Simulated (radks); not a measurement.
The numbers below are computed, except where a source is named.
Spherical jellium clusters: N electrons in a uniform positive sphere of charge N and radius rs N^(1/3), rs = 3.69 bohr. Level of theory: non-relativistic Kohn-Sham, LDA (Slater exchange, Perdew-Wang correlation), spin-polarised, spherical densities (a radial shooting solver with Libxc functionals). Levels are named by radial order and angular momentum (1s, 1p, 1d, 2s, ...), and open shells are averaged over m.

N = 12, configuration 1s2 1p6 1d(up 4, down 0). This is the lowest configuration that the search found. Occupied and some empty levels:

| level | occupation | eigenvalue (eV) | <r> (bohr) |
|---|---|---|---|
| 1s up | 1 | -5.5029 | 5.443 |
| 1s down | 1 | -5.1449 | 5.226 |
| 1p up | 3 | -4.3133 | 6.526 |
| 1p down | 3 | -3.8573 | 6.483 |
| 1d up | 4 | -2.8525 | 7.441 |
| 1d down | 0 | -2.3804 | 7.537 |
| 2s up | 0 | -2.2677 | 6.869 |
| 2s down | 0 | -2.0252 | 7.074 |
| 1f up | 0 | -1.2483 | 8.494 |
| 2p up | 0 | -0.88259 | 9.587 |
| 1f down | 0 | -0.82574 | 8.827 |
| 2p down | 0 | -0.68024 | 10.13 |

Energy (eV): total -20.5897, kinetic 24.586, external -543.58, Hartree 266.21, exchange-correlation -46.102, background 278.30.
